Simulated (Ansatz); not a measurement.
**Dissociation curves of BH2I (SMILES [H]B([H])I)**

The species is BH2I (4 atoms), meant as a singlet with charge 0. SMILES: `[H]B([H])I`. The coordinates come from a GFN2-xTB relaxation.

```xyz
4

B     0.1203    0.2004    0.0092
H     1.2856    0.1646    0.0405
H    -0.4568    1.2139    0.0077
I    -0.9490   -1.5789   -0.0574
```

The B1–H3 distance is scanned; the parts on either side stay rigid. Basis STO-3G, 19 core orbitals frozen in the correlated methods; program Ansatz 0.2.0. FCI is exact within this basis and core. Energies in eV from each method's value at 1.166 Å; methods without a U are spin-restricted. The shape above is that at 1.166 Å.

```json
{"distance (Å)": "1.166", "PBE": "0.00", "CAM-B3LYP": "0.00", "CCSD(T)": "0.00", "CCSDT": "0.00", "FCI": "0.00"}
{"distance (Å)": "1.458", "PBE": "0.80", "CAM-B3LYP": "0.92", "CCSD(T)": "0.78", "CCSDT": "0.78", "FCI": "0.78"}
{"distance (Å)": "1.749", "PBE": "2.33", "CAM-B3LYP": "2.62", "CCSD(T)": "2.30", "CCSDT": "2.29", "FCI": "2.29"}
{"distance (Å)": "2.333", "PBE": "5.14", "CAM-B3LYP": "5.87", "CCSD(T)": "4.62", "CCSDT": "4.61", "FCI": "4.61"}
{"distance (Å)": "2.916", "PBE": "6.83", "CAM-B3LYP": "8.03", "CCSD(T)": "5.34", "CCSDT": "5.37", "FCI": "5.36"}
```

Departure from the FCI curve at its largest: PBE +1.47 eV at 2.92 Å; CAM-B3LYP +2.66 eV at 2.92 Å; CCSD(T) -0.02 eV at 2.92 Å; CCSDT +0.01 eV at 2.92 Å. Restricted functionals keep the electrons paired too, and rise too high.
